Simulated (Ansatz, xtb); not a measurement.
# Two isomers of C8H4S

Structure I: `C#Cc1ccsc1C#C`, a singlet. Structure II: `C#Cc1ccc(C#C)s1`, a singlet. Both are isolated molecules in the gas phase, relaxed with PBE0-D3(BJ)/def2-SVP.

Energies in hartree; the thermal terms are from GFN2-xTB frequencies at re-optimised GFN2-xTB minima (ideal gas, soft modes damped towards free rotors, one conformer each, 298.15 K, 1 atm) and include the zero-point energy:

|  | I | II |
| --- | --- | --- |
| E, CCSD(T)/def2-SVP | −703.539660 | −703.540143 |
| E, MP2/def2-SVP | −703.445752 | −703.446149 |
| E, MP2/def2-TZVPP | −704.174354 | −704.174013 |
| zero-point energy | 0.082214 | 0.082228 |
| H(298 K) − E | 0.091968 | 0.091993 |
| G(298 K) − E | 0.048442 | 0.049163 |

Question: Correct the CCSD(T) difference for the basis set by the MP2 change, then work out ΔE, ΔE₀, ΔH and ΔG for I → II in kJ/mol (1 Eh = 2625.50 kJ/mol) and the equilibrium ratio [II]/[I].

Answer: 1. Differences II − I: CCSD(T) −0.000483, MP2 in the small set −0.000397, MP2 in the large set +0.000341 Eh.
2. ΔE = −0.000483 + (+0.000341 − (−0.000397)) = +0.000255 Eh = +0.67 kJ/mol.
3. ΔE₀ = ΔE + ΔZPE = +0.000255 + (+0.000014) Eh = +0.71 kJ/mol.
4. ΔH = ΔE + (+0.000025) Eh = +0.74 kJ/mol.
5. ΔG = ΔE + (+0.000721) Eh = +2.56 kJ/mol, so ΔS = (ΔH − ΔG)/T = −6.1 J/(mol K).
6. kT = 0.9442 mEh, so K = [II]/[I] = exp(−ΔG/kT) = exp(−1.03) ≈ 0.36.

The two are too close for this level to say which is favoured. An error of 4 kJ/mol in ΔG would change K by a factor of 5. Mirror images and further conformers aren't counted.

As drawn, both hold the same kinds of bond in the same numbers.

Other levels gave ΔE = −2.6 (GFN2-xTB); −2.0 (HF/STO-3G, GFN2-xTB geometries); −4.2 (r2SCAN-D4/def2-SVP, GFN2-xTB geometries); −3.0 (PBE0-D3(BJ)/def2-SVP); −1.3 (HF/def2-SVP); −1.0 (MP2/def2-SVP); −1.3 (CCSD(T)/def2-SVP) kJ/mol. The correlated steps freeze 13 core orbitals. Programs: Ansatz 0.2.0, xtb 6.7.1.
